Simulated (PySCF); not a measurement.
Computed with PySCF with PBE-D3(BJ)/def2-TZVP. Isolated molecules, 0 K electronic values unless said otherwise. Excitations are Tamm–Dancoff values on a coarser integration grid. The basis has no diffuse functions, so Rydberg states are missing or too high.

Reference species (SMILES): `C(F)C#C` (neutral, multiplicity 1).

```json
{
 "S1 oscillator strength": "0.000",
 "T1 excitation (TDA)": "5.12 eV",
 "dipole_moment": "1.71 D"
}
```

Changed species: `FC1C=C1`.

Question: What does the change do to the S1 oscillator strength, T1 excitation (TDA) and dipole moment?

Answer: the S1 oscillator strength is nearly the same; the T1 excitation (TDA) falls by 0.37 eV, to 4.75 eV; the dipole moment rises by 0.54 D, to 2.25 D.
